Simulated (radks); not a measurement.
The numbers below are computed, except where a source is named.
Os, 76 electrons, occupied as [Xe] 4f14 5d6 6s2 (the NIST ground configuration). Code: a radial shooting solver on a logarithmic mesh with Libxc functionals. Model: Dirac Kohn-Sham, PBE, spin-unpolarised, spherical densities, finite nucleus; open shells are shared between the two j in proportion to 2j + 1; Fermi nuclear charge, rms radius 5.4126 fm.

Normalised radial functions P(r) = r R(r) (large component), r in bohr:

r          4f7/2
0.001918  0.0000
0.003051  0.0000
0.004814  0.0000
0.007595  0.0000
0.01198   0.0002
0.01891   0.0010
0.03007   0.0050
0.04744   0.0228
0.07485   0.0900
0.1181    0.2901
0.1863    0.7089
0.2963    1.2159
0.4676    1.3345
0.7377    0.9188
1.164     0.3867
1.836     0.0895
2.897     0.0095
4.608     0.0003
7.27      0.0000

4f7/2: eigenvalue -50.603 eV, 0 radial nodes, <r> = 0.561 bohr, 90 % of the charge inside 0.916 bohr.
